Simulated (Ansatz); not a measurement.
Mulliken charges of `C[S][SnH]([F])[Cl]` from PBE/def2-TZVPP in Ansatz (PBE0-D4/def2-TZVP geometry).

```json
{"atom": "C1", "x (Å)": "0.555", "y (Å)": "-1.288", "z (Å)": "-0.829", "charge (e)": "-0.262"}
{"atom": "S2", "x (Å)": "1.112", "y (Å)": "-0.671", "z (Å)": "0.791", "charge (e)": "-0.283"}
{"atom": "Sn3", "x (Å)": "-0.351", "y (Å)": "1.163", "z (Å)": "1.013", "charge (e)": "1.000"}
{"atom": "F4", "x (Å)": "-2.139", "y (Å)": "0.476", "z (Å)": "0.979", "charge (e)": "-0.432"}
{"atom": "Cl5", "x (Å)": "-0.297", "y (Å)": "2.433", "z (Å)": "-0.922", "charge (e)": "-0.341"}
{"atom": "H6", "x (Å)": "1.207", "y (Å)": "-2.128", "z (Å)": "-1.064", "charge (e)": "0.124"}
{"atom": "H7", "x (Å)": "-0.476", "y (Å)": "-1.636", "z (Å)": "-0.782", "charge (e)": "0.145"}
{"atom": "H8", "x (Å)": "0.665", "y (Å)": "-0.524", "z (Å)": "-1.598", "charge (e)": "0.133"}
{"atom": "H9", "x (Å)": "-0.189", "y (Å)": "2.129", "z (Å)": "2.395", "charge (e)": "-0.084"}
```

Task: By hand: the dipole of these point charges (1 e Å = 4.8032 D).

Result: Σ q r = (0.399, -0.095, 0.239) e Å, of length 0.475 e Å = 2.28 D.

Task: How does the dipole of the full density compare? (Best estimate.)

Result: Ansatz gave: (0.351, -0.150, 0.071) e Å, 1.86 D; the point charges give 1.23 times that, at 22° from its direction.

Point charges leave out the atoms' own dipoles, such as those of lone pairs, and Mulliken's split depends on the basis, so the two needn't agree.
